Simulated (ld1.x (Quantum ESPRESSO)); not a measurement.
**An all-electron radial function and its pseudo partner (manganese (Mn))**

Columns: radius, all-electron u(r) and pseudo u(r) of the 4p shell (level -10.67 eV) of manganese in the configuration [Ar] 3d5 4s0.5 4p0; LDA (PZ), scalar-relativistic, ultrasoft scheme, ld1.x (Quantum ESPRESSO) 7.5.

```
r (bohr)  all-electron  pseudo
   0.125        0.1557  0.0022
   0.250        0.0771  0.0090
   0.375       -0.0973  0.0204
   0.500       -0.2232  0.0365
   0.625       -0.2701  0.0574
   0.750       -0.2519  0.0832
   0.875       -0.1914  0.1137
   1.000       -0.1077  0.1489
   1.125       -0.0142  0.1881
   1.250        0.0805  0.2309
   1.375        0.1713  0.2764
   1.500        0.2549  0.3234
   1.625        0.3298  0.3708
   1.750        0.3954  0.4172
   1.875        0.4514  0.4612
   2.000        0.4980  0.5014
   2.125        0.5358  0.5365
   2.250        0.5653  0.5654
   2.375        0.5873  0.5873
   2.500        0.6023  0.6023
   2.625        0.6110  0.6110
   2.750        0.6143  0.6143
   2.875        0.6127  0.6127
   3.000        0.6069  0.6069
   3.125        0.5975  0.5975
   3.250        0.5851  0.5851
```

Question: How many radial nodes do the two functions have?

Answer: The all-electron 4p function has n − l − 1 = 2; the pseudo-wave has 0, since the states of the same l below it are removed with the core.

Question: At about which radius was the pseudo-wave matched?

Answer: 2.30 bohr, where the columns begin to agree (steps of 0.12 bohr).

Question: Where does each function peak?

Answer: Outermost all-electron maximum near 2.75 bohr, pseudo maximum near 2.75 bohr (to the table’s step).

Question: Is the pseudo-wave norm-conserving?

Answer: No, it belongs to an ultrasoft set: the norm inside the radius is not constrained, and the difference is carried by the augmentation charge.
